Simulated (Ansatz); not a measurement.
Al2O6H6. Total charge 0; singlet. Geometry r2SCAN-D4/def2-SVP; atoms count from 1.

```xyz
14

Al    0.339   -1.121   -0.096
Al   -0.697    1.505   -0.284
O    -2.386    1.737   -0.157
O    -0.488   -2.603   -0.002
O     2.052   -0.925   -0.042
O     1.140    0.794    1.796
O    -0.538   -0.064   -1.307
O     0.007    0.336    1.012
H     1.866    0.367    1.276
H     2.750   -1.503   -0.355
H    -0.293   -3.341    0.579
H    -1.238   -0.376   -1.894
H    -2.833    2.538    0.123
H     0.319    2.655   -0.650
```

The structure holds one bond between oxygen atoms, so isomers without such links may lie far lower. The structure comes from a short search, and lower isomers may exist.

Estimate the Mulliken populations from the PBE0/def2-TZVP orbitals of Ansatz.


| atom | charge (e) |
| --- | --- |
| Al1 | 0.66 |
| Al2 | 0.55 |
| O3 | -0.58 |
| O4 | -0.58 |
| O5 | -0.63 |
| O6 | -0.29 |
| O7 | -0.47 |
| O8 | -0.21 |
| H9 | 0.36 |
| H10 | 0.32 |
| H11 | 0.32 |
| H12 | 0.35 |
| H13 | 0.31 |
| H14 | -0.12 |
Mulliken values depend strongly on the basis.

And the Mayer bond orders between heavy atoms (over 0.3)?

Al1–O4 1.20 (1.70 Å); Al1–O5 1.04 (1.73 Å); Al1–O7 0.73 (1.83 Å); Al1–O8 0.68 (1.86 Å); Al2–O3 1.16 (1.71 Å); Al2–O7 0.64 (1.88 Å); Al2–O8 0.63 (1.88 Å); O6–O8 0.86 (1.45 Å).
